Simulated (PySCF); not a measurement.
# Correlation energy of Se²⁺ (selenium, charge +2)

[Ar] 3d10 4s2 4p2, high-spin 3P determinant. Computed with PySCF 2.14 in def2-TZVP (6s5p4d1f, 48 functions), with the non-relativistic Hamiltonian (point nucleus). Frozen: [Ar] 3d10; 4 electrons correlated.

MP2 pair energies summed by pair of shells (mhartree):

| pair | energy | share (%) |
| --- | --- | --- |
| 4s-4p | -35.91 | 62.7 |
| 4s-4s | -15.76 | 27.5 |
| 4p-4p | -5.64 | 9.8 |

Total MP2 correlation energy: -57.32 mhartree.

Same-spin part -9.25 and opposite-spin part -48.07 mhartree; SCS-MP2 scales them by 1/3 and 6/5 to -60.77 mhartree.

```csv
level,correlation energy (mhartree)
CCSD,-73.59
(T),-1.57
CCSD(T),-75.16
```

Diagnostics: T1 = 0.0066, D1 = 0.0177, largest double amplitude 0.097.

Cost of the coupled-cluster step: 0.44 s of wall time on 1 thread of Neoverse-V2 (shared host), for 4 correlated electrons.
